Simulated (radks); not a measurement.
Valence configurations of Hf III (all share [Xe]). Calculated with a radial shooting solver on a logarithmic mesh with Libxc functionals: Dirac Kohn-Sham, BLYP, spin-unpolarised, spherical densities, finite nucleus; open shells fill j = l - 1/2 first; Fermi nuclear charge, rms radius 5.347 fm. Energies are relative to 4f14 5d2; eigenvalues in eV.

4f14 5d2: E (eV) 0.000; e(4f5/2) -32.428; e(4f7/2) -30.683; e(5d3/2) -16.915
4f13 5d2 6p1: E (eV) 22.937; e(4f5/2) -44.586; e(4f7/2) -42.757; e(5d3/2) -21.405; e(6p1/2) -14.582
4f14 6p2: E (eV) 11.166; e(4f5/2) -40.601; e(4f7/2) -38.850; e(6p1/2) -15.464
4f13 5d3: E (eV) 16.896; e(4f5/2) -40.452; e(4f7/2) -38.625; e(5d3/2) -18.491
4f14 5d1.5 6p0.5: E (eV) 2.244; e(4f5/2) -34.375; e(4f7/2) -32.629; e(5d3/2) -18.286; e(6p1/2) -13.458
4f14 5d1 6p1: E (eV) 4.838; e(4f5/2) -36.394; e(4f7/2) -34.646; e(5d3/2) -19.693; e(6p1/2) -14.138
4f13.5 5d2 6p0.5: E (eV) 10.187; e(4f5/2) -38.356; e(4f7/2) -36.569; e(5d3/2) -19.115; e(6p1/2) -13.689
4f12 5d3 6s1: E (eV) 42.198; e(4f5/2) -52.237; e(4f7/2) -50.326; e(5d3/2) -22.155; e(6s1/2) -19.923
4f14 5d1.5 6s0.5: E (eV) -0.248; e(4f5/2) -33.802; e(4f7/2) -32.056; e(5d3/2) -17.822; e(6s1/2) -18.128
4f12 5d2 6s2: E (eV) 44.970; e(4f5/2) -55.663; e(4f7/2) -53.750; e(5d3/2) -24.419; e(6s1/2) -21.091

NIST lists [Xe] 4f14 5d2 as the ground configuration; this level of theory puts 4f14 5d1.5 6s0.5 lower, by 0.248 eV. The energies are those of spherical spin-averaged densities, not of single terms.
